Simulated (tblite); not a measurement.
Species: C₃H₁₂N₂Si.
Geometry (GFN2-xTB, Å), atoms numbered from 1 in this order:
```xyz
18
C3H12N2Si angstrom
C      2.8738   -0.4226    0.6414
N      1.5879    0.1375    0.3132
Si     0.2396   -0.8593   -0.0663
N     -1.0548    0.2421   -0.3264
C     -2.2613   -0.2059   -0.9666
C     -1.3003    1.3397    0.5754
H      3.4728    0.3035    1.1949
H      3.4411   -0.7344   -0.2436
H      2.7212   -1.2985    1.2672
H      1.6834    0.9930   -0.2148
H      0.1233   -1.7759    1.0815
H      0.3146   -1.6430   -1.3097
H     -2.9921   -0.5868   -0.2410
H     -2.7267    0.6221   -1.5098
H     -2.0318   -1.0010   -1.6700
H     -0.3723    1.6275    1.0599
H     -2.0314    1.0714    1.3489
H     -1.6958    2.1968    0.0206
```

Level: GFN2-xTB in tblite, geometry and Hessian alike; calculated harmonic values, unscaled, isolated species. This tight-binding method is rough: wavenumbers can miss measured ones by several per cent, in bad cases by 10 to 20. Modes of hydrogen on silicon can be 10 to 20 % off. One conformer, not necessarily the lowest.

Harmonic wavenumbers (cm⁻¹): 68.7, 86.5, 124.7, 166.6, 178.9, 208.0, 270.8, 290.7, 307.1, 401.0, 537.6, 561.8, 603.1, 690.6, 775.0, 821.0, 831.2, 1042.0, 1057.3, 1065.8, 1091.9, 1114.1, 1130.4, 1164.9, 1212.4, 1309.2, 1361.1, 1414.2, 1424.7, 1427.7, 1482.3, 1491.7, 1494.9, 1504.2, 1507.8, 1514.2, 2144.3, 2189.4, 2875.1, 2881.9, 2894.9, 2934.1, 2942.8, 2968.6, 3033.0, 3042.1, 3048.4, 3433.7.

A = 6217, B = 1538, C = 1314 MHz; mass 104.077 u (most abundant isotopes); point group C1, symmetry number 1.

Q: Zero-point energy?

A: Half the sum of the wavenumbers: 33061 cm⁻¹ = 94.53 kcal/mol.

Q: What is S at 298.15 K and 1 bar for an ideal gas of classical rigid rotors and harmonic oscillators?

A: Translation 39.86, rotation 27.64, vibration 26.34: S = 93.8 cal/(mol K).

Q: And Cp and H(298.15 K) − H(0)?

A: Cp = 35.22 cal/(mol K), of which vibrations give 27.27 (their classical limit is 48 R = 95.4); H(298.15 K) − H(0) = 6.61 kcal/mol without the zero-point energy, 4.24 from vibrations.

Q: How do the functions run with temperature in this model?

A: 
```json
{"T (K)": "50", "S (cal/(mol K))": "55.3", "Cp (cal/(mol K))": "12.3", "H − H(0) (kcal/mol)": "0.47", "G − H(0) (kcal/mol)": "-2.30", "ln q(vib)": "0.28"}
{"T (K)": "100", "S (cal/(mol K))": "65.9", "Cp (cal/(mol K))": "18.5", "H − H(0) (kcal/mol)": "1.25", "G − H(0) (kcal/mol)": "-5.34", "ln q(vib)": "1.27"}
{"T (K)": "373.15", "S (cal/(mol K))": "102.4", "Cp (cal/(mol K))": "41.4", "H − H(0) (kcal/mol)": "9.49", "G − H(0) (kcal/mol)": "-28.73", "ln q(vib)": "7.88"}
{"T (K)": "500", "S (cal/(mol K))": "115.9", "Cp (cal/(mol K))": "51.1", "H − H(0) (kcal/mol)": "15.38", "G − H(0) (kcal/mol)": "-42.59", "ln q(vib)": "10.83"}
{"T (K)": "750", "S (cal/(mol K))": "139.6", "Cp (cal/(mol K))": "65.7", "H − H(0) (kcal/mol)": "30.09", "G − H(0) (kcal/mol)": "-74.61", "ln q(vib)": "16.40"}
{"T (K)": "1000", "S (cal/(mol K))": "160.0", "Cp (cal/(mol K))": "75.7", "H − H(0) (kcal/mol)": "47.85", "G − H(0) (kcal/mol)": "-112.12", "ln q(vib)": "21.61"}
```

q(vib) and H(0) count from the zero-point level.

Q: Which modes carry the vibrational entropy at 298.15 K?

A: 68.7 cm⁻¹: 4.19; 86.5 cm⁻¹: 3.74; 124.7 cm⁻¹: 3.03; 166.6 cm⁻¹: 2.47; 178.9 cm⁻¹: 2.34; 208.0 cm⁻¹: 2.06 cal/(mol K); the other 42 give 8.51 together.

Q: What must be added to the electronic energy to get the Gibbs energy at 298.15 K and 1 bar?

A: ZPE + [H(298.15 K) − H(0)] − T·S = 94.53 + 6.61 − 27.98 = 73.16 kcal/mol.

Hindered rotation and anharmonicity are outside this model. Other conformers, if any are populated, would add a mixing term that is left out. The structure is chiral; the term R ln 2 for an equal mix with its mirror image is left out.

Run on one thread, Arm Neoverse N1, shared host. This covers the Hessian and the dipole derivatives.
